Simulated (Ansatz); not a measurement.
Geometry optimisation, Ansatz 0.2.0, RKS PBE0/def2-SVP.

Input:

```yaml
crystal:
  periodic: [false, false, false]
  atoms:
    - { symbol: F, position_ang: [-0.89505, -1.1596, 1.62071] }
    - { symbol: B, position_ang: [-0.33278, -0.50717, 0.66921] }
    - { symbol: C, position_ang: [0.30276, 0.16501, -0.3649] }
    - { symbol: Cl, position_ang: [-0.30888, 1.63683, -1.10819] }
    - { symbol: H, position_ang: [-0.68812, 0.57364, 0.3963] }
basis:
  gaussian: { orbitals: def2-SVP }
hamiltonian:
  xc: pbe0
relax:
  f_tol: 0.02
  max_steps: 50
output:
  orbitals: {}
```

Launched with:

```bash
$ ansatz run input.yaml --threads 1 --pin off --max-ram 2048MiB --backend cpu --events-out ev --progress --plain --runs-dir out
```

Task: Where does it end, and by what steps?

Result: The forces met the threshold. After 15 steps the energy has fallen by 2.876 eV; C3 moved furthest, 1.02 Å. Parted: B2–H5.

```tsv
step	energy less start (eV)	largest force component (eV/Å)	accepted
0	0.0000	2.899	yes
1	-0.9368	2.565	yes
2	-1.5760	2.243	yes
3	-2.1450	2.032	yes
4	-2.4888	1.472	yes
5	-2.2497	4.964	no
6	-2.6352	0.595	yes
7	-2.7234	0.487	yes
8	-2.8067	0.496	yes
9	-2.8062	1.893	no
10	-2.8510	0.729	yes
11	-2.8713	0.209	yes
12	-2.8744	0.173	yes
13	-2.8756	0.086	yes
14	-2.8758	0.026	yes
15	-2.8758	0.003	yes
```

```xyz
5
Properties=species:S:1:pos:R:3
F -0.446 -1.815 1.162
B -0.434 -0.631 0.674
C -0.425 0.662 0.150
Cl 0.140 0.949 -1.476
H -0.756 1.543 0.703
```

Whether the end is a true minimum wasn't checked by a vibrational analysis.

The run took 37 s on 1 CPU thread of a shared host.
